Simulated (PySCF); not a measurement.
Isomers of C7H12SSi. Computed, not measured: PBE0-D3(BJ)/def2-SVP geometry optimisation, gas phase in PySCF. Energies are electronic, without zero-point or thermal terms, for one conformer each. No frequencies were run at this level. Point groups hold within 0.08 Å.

Task: Rank from lowest to highest electronic energy at this level (kcal/mol).
A. `[CH2:1]=[CH:2][CH:3]([CH:4]=[CH2:5])/[CH:6]=[CH:7]\[S:8][SiH3:9]` with C1–C2–C3–C4 117°, C2–C3–C4–C5 -6°, C2–C3–C6–C7 129°, C6–C7–S8–Si9 -137°
B. `[CH3:1][CH:2]([CH3:3])[SiH2:4][c:5]1[cH:6][cH:7][cH:8][s:9]1` with C1–C2–Si4–C5 -57°, C2–Si4–C5–C6 111°

Result: B (0.0), A (44.3).

As drawn, the lower has an aromatic ring and an Si–C bond, which the higher lacks; the higher has a C=C bond outside aromatic rings, which the lower lacks.

```json
{"SMILES": "CC(C)[SiH2]c1cccs1", "E (Eh)": "-960.67134", "E rel (kcal/mol)": "0.0", "dipole (D)": "0.86", "point group": "C1", "A, B, C (MHz)": "2524, 629.1, 614.3"}
{"SMILES": "C=CC(C=C)/C=C\\S[SiH3]", "E (Eh)": "-960.60070", "E rel (kcal/mol)": "44.3", "dipole (D)": "1.12", "point group": "C1", "A, B, C (MHz)": "2159, 525.3, 468.0"}
```
